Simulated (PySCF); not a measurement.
**Two-component Hartree-Fock for I²⁺ (iodine, charge +2)**

Start: [Kr] 4d10 5s1 5p3 6s1; 5s1/2 filled at m_j = +1/2; 5p3/2 filled at m_j = -1/2, +1/2, +3/2; 6s1/2 filled at m_j = +1/2. Calculated with PySCF 2.14 in x2c-TZVPall-2c with one added diffuse shell each of s, p, d, f type (9s10p6d3f, 90 functions): generalised Hartree-Fock with the X2C-1e Hamiltonian and a Gaussian nucleus; one run each with spin-orbit coupling (SO) switched off, then screened by Boettger's factors. This is a chosen level, not necessarily the ground level.

```
spinor shell  electrons  ε, spin-free (eV)  ε, screened SO (eV)  weight of nominal j (screened SO)  rms radius, screened SO (bohr)
       1s1/2          2           -33360.6             -33356.9                              1.000                          0.0311
       2s1/2          2            -5276.3              -5275.2                              1.000                           0.127
       2p1/2          2            -4731.4              -4939.1                              1.000                           0.109
       2p3/2          4            -4731.4              -4637.7                              1.000                           0.115
       3s1/2          2            -1128.5              -1128.2                              1.000                           0.334
       3p1/2          2            -947.75              -987.95                              1.000                           0.327
       3p3/2          4            -947.75              -929.44                              1.000                           0.338
       3d3/2          4            -677.46              -684.49                              1.000                           0.311
       3d5/2          6            -677.46              -672.43                              1.000                           0.314
       4s1/2          2            -237.00              -236.89                              1.000                           0.788
       4p1/2          2            -177.86              -185.79                              0.998                           0.826
       4d3/2          4            -88.605              -89.757                              0.949                           0.984
       4d5/2          6            -88.605              -87.712                              0.966                           0.988
       5s1/2          1            -50.954              -50.878                              1.000                            1.96
       5p3/2          3            -34.955              -34.990                              0.607                            2.26
       6s1/2          1            -14.989              -14.978                              1.000                            4.49
```

(1) Where does 4p3/2 lie, and what is the 4p spin-orbit splitting (screened SO)?

| quantity | spin-free | screened SO |
| --- | --- | --- |
| E (hartree) | -7109.86185 | -7111.99921 |
| M_J | 5/2 | 5/2 |
| ⟨J²⟩ | 8.753 | 8.753 |
| ⟨L²⟩ | 0.000 | 0.060 |
| ⟨S²⟩ | 8.753 | 8.678 |

Each row is a mean over spinors that exchange with the open shell spreads, by up to 1.626 eV (4s1/2).

Rows whose weight is well below 1 are mixtures of j = l ± 1/2: exchange outweighs spin-orbit coupling there, and the label is only the starting occupation.

Breit and QED terms are absent; they matter most for the inner s and p1/2 levels.

Densities and radii are taken from the X2C orbitals without a picture-change correction, which distorts them close to the nucleus.

Without spin-orbit coupling the j labels of p, d and f shells carry no meaning; the spin-free column gives the mean over the occupied spinors of each nl shell.

## Answers

(1) At -174.18 eV, 11.605 eV above 4p1/2.
